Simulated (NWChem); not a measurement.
System: SiH₂S, singlet; SMILES [SiH]S

Program: NWChem. Medium grid unless said otherwise, to which SCAN and Minnesota functionals are sensitive. Low-valent species are run as closed-shell singlets; no triplet was tried in these runs. All runs use the structure optimised with PBE-D3(BJ)/def2-SVP. Hybrids' shares of exact exchange are those that their runs print; pure functionals count as 0. The functionals differ in more than this share.

| row | share of exact exchange | highest occupied level (eV) |
|---|---|---|
| PBE/def2-SVP | 0.00 | -5.80 |
| revPBE/def2-SVP | 0.00 | -5.80 |
| TPSSh/def2-SVP | 0.10 | -6.41 |
| B3LYP/def2-SVP | 0.20 | -6.66 |
| B97-2/def2-SVP | 0.21 | -6.69 |
| PW6B95/def2-SVP | 0.28 | withheld |
| BHandHLYP/def2-SVP | 0.50 | -7.82 |
| M06-2X/def2-SVP | 0.54 | -7.87 |

**Question.** Fit a straight line of the last column on the one before it, predict the withheld value, and compare with the run.

**Answer.** 
1. Means of the 7 shown rows: x = 0.221, y = -6.721. Slope Σ(x − x̄)(y − ȳ)/Σ(x − x̄)² = -1.119/0.2925 = -3.827; intercept -5.874.
2. The shown rows scatter about the line by 0.077 (root mean square); the largest residual is -0.15, at TPSSh/def2-SVP.
3. At x = 0.28 (PW6B95/def2-SVP; inside the shown range) the line gives -6.95.
4. The run gives -6.94, +0.01 from the line, 0.1 times the scatter.
